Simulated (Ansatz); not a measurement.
```xyz
3

O    -0.0376    0.0040   -0.4530
O    -0.0167    1.0707    0.1641
O     0.0037   -1.1105    0.2070
```

Basis set: aug-cc-pVDZ (spherical functions). Frozen core: 3 orbitals. Charge 0, multiplicity 1.

Computed with Ansatz (development build ahead of 0.2.0); each method stands on the lowest determinant of its kind that the runs found. Restricted open shells among the atoms or ions are ROHF, correlated in semicanonical orbitals with singles.

(1) Give the atomization energy at this shape (free ground-state atoms in the same class of orbitals less the molecule, no zero-point energy) of singlet O₃ by RHF-MP2, RHF.

Results:

(1)

| method | atomization energy |
| --- | --- |
| RHF-MP2 | 145.46 kcal/mol |
| RHF | -50.38 kcal/mol |

Caution: in another basis set an unrestricted determinant lies well below. Caution for RHF: the molecule lies well above its atoms at this level.
